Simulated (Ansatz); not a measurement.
**Match the barriers**

Saddle point of BH7O4, closed shell (BH₃O₂ ([OH][BH][OH]) + H₂O + H₂O → BH₃O₃ ([OH][B]([OH])[OH]) + H₂O + H₂; bonds formed: B1–O6, H2–H7, H5–O8; bonds broken: B1–H2, H5–O6, H7–O8), PBE0-D4/def2-TZVP structure:

```tsv
atom	x (Å)	y (Å)	z (Å)
B1	-0.6241	0.1985	-0.4314
H2	0.6483	-0.0710	-0.9525
O3	-1.4792	-0.8595	-0.7718
O4	-0.9858	1.4523	-0.9502
H5	0.8052	-0.4441	1.1812
O6	-0.3566	0.1615	1.0581
H7	1.3056	-0.4973	-0.2489
O8	1.7488	-0.8709	0.7743
H9	-2.0036	-0.6369	-1.5428
H10	-0.4562	2.1709	-0.6041
H11	-1.1005	-0.2872	1.4725
H12	2.4980	-0.3162	1.0155
```

Computed with Ansatz 0.2.0 (basis: def2-TZVPP, with def2-QZVPP for the basis limit); correlated methods freeze the cores. Extrapolation: Hartree–Fock as exp(−7.88 √X), correlation as X^−2.97. Four methods, as single points on the PBE0-D4 structures, gave these electronic barriers from the start structure: 87.1, 101.8, 120.6, 201.7 kJ/mol.

(1) The methods were, in alphabetical order, HF, MP2, PBE-D4, PBE0-D4. Which gave which? (A judgement: the text doesn't fix the answer.)

The T1 diagnostic stays at or below 0.012.

## Answers

(1) By the calculation: PBE-D4 87.1; PBE0-D4 101.8; MP2 120.6; HF 201.7 kJ/mol. For comparison, CCSD(T) at an estimated basis limit (MP2 extrapolated from triple and quadruple zeta, plus CCSD(T) − MP2 in triple zeta) gives 131.4 kJ/mol.

The step is the kind of ligand exchange by which a precursor binds to a hydroxyl group, or is hydrolysed, in atomic layer deposition of oxides.

Labels in which every atom is bracketed show which atoms are joined, not bond orders.

For scale, one of the runs: CCSD(T)/def2-TZVPP, 253 basis functions, launched by `ansatz run in.yaml --threads 8 --pin off --events-out ev --progress --plain --max-ram 19148MiB`. The run took 98 s on 8 CPU threads of an AMD EPYC 7R13 (shared host), with 6.2 GiB of host memory at its peak.
